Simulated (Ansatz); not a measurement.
System: propane-2,2-diselenol, C$_{3}$H$_{8}$Se$_{2}$ (charge 0, singlet). 
Coordinates optimised at B3LYP-D3(BJ)/def2-TZVP (Ansatz, a program for electronic structure):
SMILES: CC(C)([SeH])[SeH]
```xyz
13

C     -1.1982    -0.0235    -1.5784
C     -0.0861    -0.3270    -0.5828
C      0.8074    -1.4612    -1.0681
Se    -0.8423    -0.9289     1.1632
Se     0.9568     1.3635    -0.3885
H     -1.8021    -0.9171    -1.7410
H     -1.8540     0.7701    -1.2223
H     -0.7723     0.2838    -2.5379
H      1.6188    -1.6634    -0.3700
H      0.2215    -2.3764    -1.1923
H      1.2448    -1.1997    -2.0324
H     -1.5210     0.3423     1.4561
H      1.8355     0.8527     0.6740
```
Charge 0, spin multiplicity 1.

Parts of the frozen-core correlation energy in cc-pVTZ (Ansatz, hartree). Frozen orbitals: 31; correlated occupied orbitals by spin: 16 and 16; virtual: 241 and 241. No spin-orbit coupling. No relativistic terms.

| term | value |
|---|---|
| reference (HF) | -4918.06458 |
| MP2 opposite-spin | -0.65766 |
| MP2 same-spin | -0.19417 |
| CCSD correlation | -0.90911 |
| (T) | -0.04028 |
| T1 diagnostic | 0.010 |
| largest doubles amplitude | 0.024 |
